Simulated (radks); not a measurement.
Task: These are the eigenvalues of the occupied orbitals of an atom or ion with whole-number occupations (eV). Calculated with a radial shooting solver on a logarithmic mesh with Libxc functionals: Dirac Kohn-Sham, LDA (Slater exchange, Perdew-Wang correlation), spin-unpolarised, spherical densities, finite nucleus; Fermi nuclear charge, rms radius of each element as measured or else 0.836 A^(1/3) + 0.57 fm.

| orbital | eigenvalue |
|---|---|
| 1s1/2 | -10241.93 |
| 2s1/2 | -1293.100 |
| 2p1/2 | -1149.926 |
| 2p3/2 | -1122.322 |
| 3s1/2 | -181.1544 |
| 3p1/2 | -134.8382 |
| 3p3/2 | -131.2013 |
| 3d3/2 | -53.1282 |
| 3d5/2 | -52.6553 |

Which element is it, and in what charge state? The configuration may be excited. Open shells, if any, fill j = l - 1/2 first.

Result: Z = 31, gallium, charge +3: Ga3+ in [Ar] 3d10. The list shows which subshells hold electrons but not how many an open one holds; the 1s level, -376.38 hartree, gives Z - s = 27.4 by -(Z - s)^2/2, which with screening and relativity narrows Z to a few neighbours, and the depths of the outer levels then fix element, charge and occupations together.
